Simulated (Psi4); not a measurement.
In, charge +1, singlet (core potentials on In); BHHLYP/def2-SVPD, TDA (Psi4 1.11).

Input for Psi4:
```
memory 2 GB

molecule mol {
1 1
In    0.000000    0.000000    0.000000
symmetry c1
}

set {
  basis def2-svpd
  reference rks
  puream true
  save_jk true
  tdscf_states [5]
  tdscf_tda true
  d_convergence 1e-8
}

energy('td-bhhlyp')
print_variables()
```

Problem. Predict the main parts of the log of this Psi4 run.

Solution. 
```
   => Loading Basis Set <=

    Name: DEF2-SVPD
    Role: ORBITAL
    Keyword: BASIS

    !!!  WARNING: ECP capability is in beta. Please check occupations closely.  !!!

         ---------------------------------------------------------
                                   SCF
               by Justin Turney, Rob Parrish, Andy Simmonett
                          and Daniel G. A. Smith
                              RKS Reference
         ---------------------------------------------------------

  ==> Geometry <==

    Molecular point group: c1
    Geometry (in Angstrom), charge = 1, multiplicity = 1:

       Center              X                  Y                   Z               Mass
    ------------   -----------------  -----------------  -----------------  -----------------
         IN           0.000000000000     0.000000000000     0.000000000000   114.903878776000

  Running in c1 symmetry.

  Rotational constants: A = ************  B = ************  C = ************ [cm^-1]
  Rotational constants: A = ************  B = ************  C = ************ [MHz]
  Nuclear repulsion =    0.000000000000000

  Charge       = 1
  Multiplicity = 1
  Electrons    = 20
  Nalpha       = 10
  Nbeta        = 10

  ==> Algorithm <==

  SCF Algorithm Type is DF.
  DIIS enabled.
  MOM disabled.
  Fractional occupation disabled.
  Guess Type is CORE.
  Energy threshold   = 1.00e-06
  Density threshold  = 1.00e-08
  Integral threshold = 1.00e-12

  ==> Primary Basis <==

  Basis Set: DEF2-SVPD
    Blend: DEF2-SVPD
    Number of shells: 12
    Number of basis functions: 32
    Number of Cartesian functions: 35
    Spherical Harmonics?: true
    Max angular momentum: 2

  Core potential: DEF2-SVPD
    Number of shells: 4
    Number of ECP primitives: 18
    Number of ECP core electrons: 28
    Max angular momentum: 3

  ==> DFT Potential <==

   => LibXC <=

    Version 7.1.2
    S. Lehtola, C. Steigemann, M. J. T. Oliveira, and M. A. L. Marques,  SoftwareX 7, 1–5 (2018) (10.1016/j.softx.2017.11.002)

   => Composite Functional: BHANDHLYP <=

    BHandHLYP Hyb-GGA Exchange-Correlation Functional

    A. D. Becke,  J. Chem. Phys. 98, 1372 (1993) (10.1063/1.464304)
    Defined through Gaussian implementation.

    Deriv               =              1
    GGA                 =           TRUE
    Meta                =          FALSE

    Exchange Hybrid     =           TRUE
    MP2 Hybrid          =          FALSE

   => Exchange Functionals <=

    0.5000         Becke 88

   => Exact (HF) Exchange <=

    0.5000               HF

   => Correlation Functionals <=

    1.0000   Lee, Yang & Parr

   => LibXC Density Thresholds  <==

    XC_HYB_GGA_XC_BHANDHLYP:  1.00E-15

   => Molecular Quadrature <=

    Radial Scheme          =       TREUTLER
    Pruning Scheme         =           NONE
    Nuclear Scheme         =       TREUTLER

    Blocking Scheme        =         OCTREE
    BS radius alpha        =              1
    Pruning alpha          =              1
    Radial Points          =             75
    Spherical Points       =            302
    Total Points           =          21436
    Total Blocks           =            246
    Max Points             =            251
    Max Functions          =             32
    Weights Tolerance      =       1.00E-15

   => Loading Basis Set <=

    Name: (DEF2-SVPD AUX)
    Role: JKFIT
    Keyword: DF_BASIS_SCF

  ==> Integral Setup <==

  SCF_SUBTYPE=INCORE selected. In-core MEM_DF algorithm will be used.
  Using in-core AOs.

  ==> MemDFJK: Density-Fitted J/K Matrices <==

    J tasked:                   Yes
    K tasked:                   Yes
    wK tasked:                   No
    Algorithm:                 Core
    Schwarz Cutoff:           1E-12
    Mask sparsity (%):       0.0000
    Fitting Condition:        1E-10

   => Auxiliary Basis Set <=

  Basis Set: (DEF2-SVPD AUX)
    Blend: DEF2-UNIVERSAL-JKFIT
    Number of shells: 46
    Number of basis functions: 218
[...]
  @DF-RKS Final Energy:  -189.83282489560949
    Total Energy =                       -189.8328248956094910
[...]

                         Generalized Davidson Solver
                               By Ruhee Dcunha

  ==> Options <==

    Max number of iterations        = 60
    Eigenvector tolerance           = 1.0000e-06
    Max number of expansion vectors = 1500

  => Iterations <=
                           Max[D[value]]     Max[|R|]   # vectors
  DavidsonSolver iter   1:   4.52161e-01  6.68491e-02     20
  DavidsonSolver iter   2:   4.72403e-03  1.35813e-02     25
  DavidsonSolver iter   3:   4.43858e-05  1.15706e-03     30
  DavidsonSolver iter   4:   2.84549e-07  4.26005e-05     35
  DavidsonSolver iter   5:   4.16288e-10  5.29296e-06     39
  DavidsonSolver iter   6:   7.43827e-12  5.40686e-07     41      Converged

******************************************************************************************
**********                               WARNING                                **********
**********  Length-gauge rotatory strengths are **NOT** gauge-origin invariant  **********
******************************************************************************************

                                    Excitation Energy         Total Energy        Oscillator Strength             Rotatory Strength
     #   Sym: GS->ES (Trans)        au              eV              au          au (length)    au (velocity)    au (length)    au (velocity)
    ---- -------------------- --------------- --------------- --------------- --------------- --------------- --------------- ---------------
     1        A->A (1 A)       0.30181         8.21256        -189.53102       0.8358          0.3699          0.0000          0.0000
     2        A->A (1 A)       0.30181         8.21256        -189.53102       0.8358          0.3699         -0.0000         -0.0000
     3        A->A (1 A)       0.30181         8.21256        -189.53102       0.8358          0.3699          0.0000          0.0000
     4        A->A (1 A)       0.42146         11.46861       -189.41136       0.0000          0.0000          0.0000         -0.0000
     5        A->A (1 A)       0.45212         12.30277       -189.38071       0.0000          0.0000         -0.0000         -0.0000

Contributing excitations
Only contributions with abs(coeff) > 1.00e-01 will be printed:

Excited State    1 (1 A):   0.30181 au   150.97 nm f = 0.8358
  Sums of squares: Xssq =  1.000000e+00
     10a  ->  11a    -0.955064 (91.215%)
     10a  ->  13a    -0.268425 ( 7.205%)

Excited State    2 (1 A):   0.30181 au   150.97 nm f = 0.8358
  Sums of squares: Xssq =  1.000000e+00
     10a  ->  12a    -0.953137 (90.847%)
     10a  ->  13a    -0.269157 ( 7.245%)

Excited State    3 (1 A):   0.30181 au   150.97 nm f = 0.8358
  Sums of squares: Xssq =  1.000000e+00
     10a  ->  11a     0.262236 ( 6.877%)
     10a  ->  12a     0.275190 ( 7.573%)
     10a  ->  13a    -0.916495 (83.996%)

Excited State    4 (1 A):   0.42146 au   108.11 nm f = 0.0000
  Sums of squares: Xssq =  1.000000e+00
     10a  ->  14a     0.998508 (99.702%)

Excited State    5 (1 A):   0.45212 au   100.78 nm f = 0.0000
  Sums of squares: Xssq =  1.000000e+00
     10a  ->  15a    -0.998109 (99.622%)

******************************************************************************************
**********                               WARNING                                **********
**********       The names of excited state variables changed between 1.5       **********
**********     and 1.6. For a quick solution, remove the symmetry specifier     **********
**********   from the variable name. For full details, see 'Notes on Psivars'   **********
**********                        in the documentation.                         **********
******************************************************************************************

  Variable Map:
  ----------------------------------------------------------------------------
[...]
  Array Variable Map:
  ----------------------------------------------------------------------------
[...]
[...]
```
